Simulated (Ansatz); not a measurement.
Consider the hydrogenolysis of a C–B bond: `B[CH2][GaH][CH3]` + H₂ → `[CH3][GaH][CH3]` + BH₃.

Computed with Ansatz on PBE0-D4/def2-TZVP structures; ΔE is electronic, products minus reactants. CBS: MP2 limit from def2 TZ/QZ plus the TZ coupled-cluster correction, frozen cores. This one scheme is used for every species. DFT in def2-TZVPP. B3LYP here is the variant with VWN-RPA as its local correlation; programs differ in this. For Ga outer-core shells are correlated without core-valence functions, which leaves a few kJ/mol of doubt a bond. Scalar relativity is left out up to krypton. One conformer a species, not always the lowest.

(1) Is it downhill or uphill in electronic energy at CCSD(T)/CBS, and by how much? (Best estimate.)

(2) What do these levels give: PBE0-D4, PBE0, B3LYP, HF/def2-TZVPP, CCSD/def2-TZVPP, HF/def2-QZVPP? (Estimate.)

Largest T1 diagnostic among the species: 0.012.

Results:

(1) Computed: Uphill: ΔE = +7.0 kcal/mol.

(2) Computed: PBE0-D4 8.1, PBE0 7.0, B3LYP 4.7, HF/def2-TZVPP -1.8, CCSD/def2-TZVPP 4.9, HF/def2-QZVPP -1.8 kcal/mol.

In def2-TZVPP, CCSD(T) changes the Hartree–Fock value by +8.3 kcal/mol (the triples alone add +1.6 kcal/mol) and MP2 by +9.6 kcal/mol. The D4 term adds +2.1 kcal/mol with B3LYP and +1.1 kcal/mol with PBE0; it sums over pairs of atoms, weighted by their polarisabilities, and B3LYP, whose exchange is more repulsive, gets the larger term.
